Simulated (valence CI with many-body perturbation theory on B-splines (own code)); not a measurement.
Values are calculated unless marked as measured or tabulated.
# Ladder of approximations for Mn11+

Level of theory: valence CI with perturbative core correlation (CI+MBPT): four valence electrons over a frozen Dirac-Fock core [Ne], radial functions for each j: 11 s, 11 p, 9 d, 7 f, 5 g, 2 h, 1 i, with the one-electron correlation potential Σ1, the two-electron term Σ2, the three-electron term Σ3, Breit, model QED; selected CI, second order for the rest, scaled by the run's own slope (own B-spline code, finite nucleus).

No measured levels were compared; by estimate levels of excited configurations hold to 0.05 to 0.15 % of their energy, terms of the ground configuration to about 0.5 %.

Each rung adds one term. CI alone is the Dirac-Coulomb CI over the frozen core; QED comes last and gives the full result, which names the levels. Energies are above 3s²3p² ³P_0 on the same rung, in eV.

Names give the largest LS component (configuration and term), which can be under half, so a name can repeat, a term be missing and a line seem to break the LS rules; names also repeat where a configuration has a term twice.

```
        Level  CI alone
  3s²3p² ³P_1     0.911
  3s²3p² ³P_2     1.901
  3s²3p² ¹D_2     5.313
  3s²3p² ¹S_0    10.421
  3s3p³ ⁵S°_2    24.234
  3s3p³ ³D°_1    32.836
  3s3p³ ³D°_2    32.856
  3s3p³ ³D°_3    33.129
  3s3p³ ³P°_0    37.722
  3s3p³ ³P°_1    37.792
  3s3p³ ³P°_2    37.849
  3s3p³ ¹D°_2    41.628
  3s3p³ ³S°_1    48.548
3s²3p3d ³F°_2    49.744
3s²3p3d ³F°_3    50.444
  3s3p³ ¹P°_1    50.818
```

Q: What do these energies become with core correlation, Breit and QED?

A: 3s²3p² ³P_1 0.896 (-0.0147); 3s²3p² ³P_2 1.865 (-0.0365); 3s²3p² ¹D_2 5.239 (-0.0743); 3s²3p² ¹S_0 10.298 (-0.1225); 3s3p³ ⁵S°_2 24.290 (+0.0559); 3s3p³ ³D°_1 32.783 (-0.0535); 3s3p³ ³D°_2 32.798 (-0.0572); 3s3p³ ³D°_3 33.055 (-0.0744); 3s3p³ ³P°_0 37.584 (-0.1383); 3s3p³ ³P°_1 37.645 (-0.1466); 3s3p³ ³P°_2 37.701 (-0.1479); 3s3p³ ¹D°_2 41.414 (-0.2144); 3s3p³ ³S°_1 47.859 (-0.6895); 3s²3p3d ³F°_2 49.491 (-0.2532); 3s²3p3d ³F°_3 50.171 (-0.2723); 3s3p³ ¹P°_1 50.226 (-0.5918).

Q: How does the ionisation energy move along the ladder, and which term matters most?

A: CI alone 312.97, + Σ1 313.59, + Σ2 313.44, + Σ3 313.33, + Breit 313.23, + QED 313.23 eV. The largest step is Σ1, 0.61 eV. NIST lists 314.4 ± 0.6 eV (semi-empirical).
